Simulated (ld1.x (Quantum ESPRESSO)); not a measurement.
# Transferability test, PAW potential for arsenic (As)

| Quantity | Value |
| --- | --- |
| Element | As (Z = 33) |
| Generator | ld1.x (Quantum ESPRESSO) 7.5 |
| Type | PAW |
| Functional | PBE |
| Relativity | scalar-relativistic |
| Frozen core | [Ar] |
| Valence charge | 15 |
| Reference configuration | 3d10 4s2 4p2.5 (charge +0.5) |
| Partial waves | 4s (bound): rcut 1.25, rcutus 1.60 bohr; 4s channel at -0.55 Ry: rcut 1.25, rcutus 1.60 bohr; 4p (bound): rcut 1.65, rcutus 1.95 bohr; 4p channel at -0.3 Ry: rcut 1.65, rcutus 1.95 bohr; 3d (bound): rcut 0.90, rcutus 0.95 bohr; 3d channel at -2.75 Ry: rcut 0.90, rcutus 0.95 bohr |
| Local potential | all-electron potential smoothed inside 1.15 bohr (lloc = -1) |
| Core correction | a·sin(br)/r model core, default radius (ld1.x builds one for every PAW set, though the input has nlcc=.false.) |
| Augmentation charge | BG, radius 0.70 bohr |

Energies are relative to the spin-unpolarised reference configuration 3d10 4s2 4p2.5; without spin polarisation the order of configurations can differ from experiment.

Give the all-electron excitation energy and the error of the potential for: 3d10 4s2 4p3; 3d10 4s2 4p2; 3d10 4s2 4p1; 3d10 4s1 4p3; 3d9 4s2 4p4; 3d10 4s1 4p4; 3d10 4s0 4p5.

| valence configuration | charge | ΔE all-electron (eV) | error AE − PS (meV) |
| --- | --- | --- | --- |
| 3d10 4s2 4p3 | 0 | -3.555 | +0.9 |
| 3d10 4s2 4p2 | +1 | 5.594 | +0.3 |
| 3d10 4s2 4p1 | +2 | 23.512 | +13 |
| 3d10 4s1 4p3 | +1 | 15.701 | +0.2 |
| 3d9 4s2 4p4 | 0 | 36.543 | -215 |
| 3d10 4s1 4p4 | 0 | 5.862 | +2.9 |
| 3d10 4s0 4p5 | 0 | 15.501 | +4.4 |
